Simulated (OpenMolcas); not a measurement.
4s2 4p3 along the 33-electron sequence

```yaml
Program: OpenMolcas
Method: SS-CASPT2, IPEA 0.25 Eh, imaginary shift 0.1 Eh
Basis: ANO-R2
Scalar_Hamiltonian: X2C, finite nucleus
Spin-orbit_coupling: RASSI with atomic mean-field integrals over the reference wave functions, term energies averaged over their components
```

Active space for each ion: 3 electrons in 3 orbitals (4p); closed shells correlated by CASPT2: 3d 4s.

Computed levels in cm-1 above 4S* 3/2:

| Level | As | Se+ | Br2+ | Kr3+ |
| --- | --- | --- | --- | --- |
| 2D* 3/2 | 11770 | 14140 | 16240 | 17980 |
| 2D* 5/2 | 11990 | 14600 | 17060 | 19320 |
| 2P* 1/2 | 20100 | 24660 | 28840 | 32660 |
| 2P* 3/2 | 20400 | 25280 | 29970 | 34520 |
| weight of 4S* in the lowest level (%) | 100 | 99 | 99 | 98 |

Measured, with the error of the calculation in %. Measured levels: As, Se+ from NIST Handbook of Basic Atomic Spectroscopic Data; Br2+ from Moore, Atomic Energy Levels, vol. II, NSRDS-NBS 35 (1971 reprint of NBS Circular 467, 1952); Kr3+ from Saloman, J. Phys. Chem. Ref. Data 36, 215 (2007).

```json
{"Level": "2D* 3/2", "As": "10593 (+11.1)", "Se+": "13168 (+7.4)", "Br2+": "", "Kr3+": "17038 (+5.6)"}
{"Level": "2D* 5/2", "As": "10915 (+9.9)", "Se+": "13784 (+5.9)", "Br2+": "", "Kr3+": "18700 (+3.3)"}
{"Level": "2P* 1/2", "As": "18186 (+10.5)", "Se+": "23038 (+7.0)", "Br2+": "26915 (+7.2)", "Kr3+": "31056 (+5.2)"}
{"Level": "2P* 3/2", "As": "18648 (+9.4)", "Se+": "23895 (+5.8)", "Br2+": "28579 (+4.9)", "Kr3+": "33406 (+3.3)"}
```

2D* 3/2 changes by a factor of 1.53 over the same range, with steps per unit of Z of +2370, +2100, +1740 cm-1.

Term energies are means over components that CASPT2 splits; among the terms shown or strongly mixed into the levels shown the widest spread is 210 cm-1 (4s2 4p3 2D*, Kr3+). With the s shell closed, the reference lacks s² → p² mixing. Measured partners are found by configuration, term and J. A level has none where our copy of the source lacks it or the pairing is in doubt (some pairs that miss far off the trend of their configuration count as doubtful), and it then counts in no deviation. Levels of configurations outside the active space are missing.

* marks odd parity.
